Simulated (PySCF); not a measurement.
## Aluminium: a sound run and one with changed settings

Sound run: Al+ [Ne] 3s2, Al(2+) [Ne] 3s1. Computed with PySCF 2.14 in cc-pV(T+d)Z (5s4p3d1f, 39 functions), with the non-relativistic Hamiltonian (point nucleus). The sound run starts from symmetry-adapted Hartree-Fock orbitals and uses a fine grid where one is needed.

A second run was set up differently.

| species | method | sound run (hartree) | changed run (hartree) | converged |
| --- | --- | --- | --- | --- |
| Al+ | UHF | -241.67338 | -241.67338 | yes |
| Al+ | B3LYP | -242.16852 | -242.17042 | yes |
| Al+ | TPSS | -242.15681 | -242.17162 | yes |
| Al(2+) | UHF | -241.02957 | -241.02957 | yes |
| Al(2+) | B3LYP | -241.47397 | -241.47696 | yes |
| Al(2+) | TPSS | -241.47277 | -241.50199 | yes |

Ionisation energy of Al+:

```csv
method,sound run (eV),changed run (eV)
UHF,17.519,17.519
B3LYP,18.900,18.870
TPSS,18.614,18.222
```

What was changed?
A. basis contracted for another Hamiltonian
B. radial grid too coarse
C. level shift left on
D. all electrons correlated in a valence basis

B. It used radial step 0.8 in ln r (0.13 in the sound run). A coarse radial grid mis-integrates the density and the exchange-correlation energy, with errors of either sign; Hartree-Fock needs no grid.
